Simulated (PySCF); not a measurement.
Continuum solvent and chemical shifts

Numbering as in the mapped SMILES `[CH3:1][CH2:2][CH2:3][C:4]1=[CH:5][SiH2:6][CH:7]=[CH:8]1`; H(Xn) means a hydrogen on atom n.

GIAO PBE0/pcSseg-1 in PySCF on one PBE0-D3(BJ)/def2-SVP conformer, non-relativistic, equivalent nuclei averaged. Solvents enter as an IEF-PCM continuum (acetone with ε = 20.5, acetonitrile with ε = 35.7) around the gas-phase geometry. Shifts are referred to TMS computed in the same medium.

Gas phase, δ in ppm: C4 173.5, C8 160.6, C7 135.3, C5 124.3, C3 43.0, C2 26.9, C1 16.7, Si6 -38.4, H(C8) 7.12, H(C7) 6.38, H(C5) 5.78, H(Si6) 4.66, H(C3) 2.18, H(C2) 1.33. Dipole moment 1.09 D.

Task: How does each δ change in the continuum?

Result: 
```tsv
atoms	environment	Δδ, acetone	Δδ, acetonitrile
C4	fully substituted alkene carbon	+3.3	+3.5
C8	alkene CH	+2.9	+3.0
C7	alkene CH	+0.7	+0.7
C5	alkene CH	0.0	0.0
C3	allylic sp3 CH2	+0.4	+0.4
C2	sp3 CH2	+0.8	+0.8
C1	methyl carbon	+0.2	+0.2
Si6	silicon bonded to 2 C, 2 H, in a 5-membered ring	-0.5	-0.5
H(C8)	hydrogen on an alkene CH	+0.22	+0.23
H(C7)	hydrogen on an alkene CH	+0.15	+0.16
H(C5)	hydrogen on an alkene CH	+0.12	+0.13
H(Si6)	hydrogen on a silicon bonded to 2 C, in a 5-membered ring	-0.05	-0.05
H(C3)	hydrogen on an allylic sp3 CH2	+0.10	+0.10
H(C2)	hydrogen on an sp3 CH2	0.00	0.00
```

Changes are relative to the gas phase. The dipole moment becomes 1.42 D in acetone, 1.44 D in acetonitrile.

Task: Which nuclei move most (in ppm), and what does the model miss?

Result: C4 (fully substituted alkene carbon, +3.5 ppm) in acetonitrile. A continuum only polarises the solute; specific hydrogen bonds, the anisotropy of aromatic solvents and changes of geometry or conformer are outside it.
